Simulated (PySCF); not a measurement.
**[Dy(NH2)3]−: from a saddle point downhill**

PySCF 2.14.0, RKS PBE0, Dy lcecp-0-SVP with ECP56, N def2-SVP, H def2-SVP; non-relativistic Hamiltonian with scalar-relativistic core potentials where named; density fitting; no spin-orbit coupling. Relaxed within the symmetry of its start, the geometry (D3h) is

```xyz
10

Dy    0.0000    0.0000    0.0000
N     2.4166    0.0000    0.0000
H     3.0580    0.0000    0.7991
H     3.0580    0.0000   -0.7991
N    -1.2083    2.0928    0.0000
H    -1.5290    2.6483    0.7991
H    -1.5290    2.6483   -0.7991
N    -1.2083   -2.0928    0.0000
H    -1.5290   -2.6483    0.7991
H    -1.5290   -2.6483   -0.7991
```

and its lowest harmonic modes are -316, -316, -297, 65, 98, 98 cm⁻¹ (negative: unstable). It was moved along the lowest mode and relaxed again.

(1) Where does it end, and how much lower?

(2) How do the contacts change?

(3) Is the end a minimum?

An lcecp potential fixes the number of 4f electrons, so in runs with it no electron can move into or out of that shell; real Dy(II) is rare or takes another configuration.

State: singlet in the valence, with the 4f electrons in the core potential.

## Answers

(1) In C1, nearly D3d, 0.403 eV lower, after 54 steps:
```xyz
10

Dy    0.0196   -0.0015    0.0189
N     2.4050   -0.0054   -0.2112
H     3.0448   -0.8029   -0.2778
H     3.0344    0.8018   -0.2548
N    -1.1957    2.0629    0.0199
H    -2.2133    2.1776    0.0509
H    -0.8550    3.0261   -0.0552
N    -1.1910   -2.0591    0.2055
H    -2.2034   -2.1757    0.3103
H    -0.8455   -3.0237    0.1937
```

(2) 
| contact | saddle (Å) | end (Å) |
| --- | --- | --- |
| Dy1–N2 (NH2) | 2.417 | 2.396 |
| Dy1–N5 (NH2) | 2.417 | 2.396 |
| Dy1–N8 (NH2) | 2.417 | 2.395 |


(3) Yes; lowest modes 48, 70, 72, 124, 137, 153 cm⁻¹.
